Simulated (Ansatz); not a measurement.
Reaction (hydrogenolysis of the Si–F bond): `C[Si@H](O)N[Si@@H](O)F` + H₂ → `C[SiH](O)N[SiH2]O` + H–F

Calculated with Ansatz (gas phase, PBE0-D4/def2-TZVP geometries, no zero-point term in ΔE). CBS: MP2 limit from def2 TZ/QZ plus the TZ coupled-cluster correction, frozen cores. This one scheme is used for every species. Functionals use def2-TZVPP. B3LYP here is the variant with VWN-RPA as its local correlation; programs differ in this. One conformer a species, not always the lowest.

```json
{"level": "B3LYP-D4", "ΔE (kJ/mol)": "149.4"}
{"level": "r2SCAN", "ΔE (kJ/mol)": "154.8"}
{"level": "MP2/def2-TZVPP", "ΔE (kJ/mol)": "148.6"}
{"level": "SCS-MP2/def2-TZVPP", "ΔE (kJ/mol)": "147.7"}
{"level": "CCSD/def2-TZVPP", "ΔE (kJ/mol)": "144.5"}
{"level": "CCSD(T)/def2-TZVPP", "ΔE (kJ/mol)": "145.2"}
{"level": "HF/CBS(def2)", "ΔE (kJ/mol)": "151.0"}
{"level": "CCSD/CBS(def2)", "ΔE (kJ/mol)": "145.8"}
```

(1) What does CCSD(T)/CBS give? (Estimate.)

Largest T1 diagnostic among the species: 0.011.

Results:

(1) Computed: +146.5 kJ/mol. The listed levels differ from it by 2.9, 8.3, 2.1, 1.2, -2.0, -1.3, 4.5, -0.7 kJ/mol.
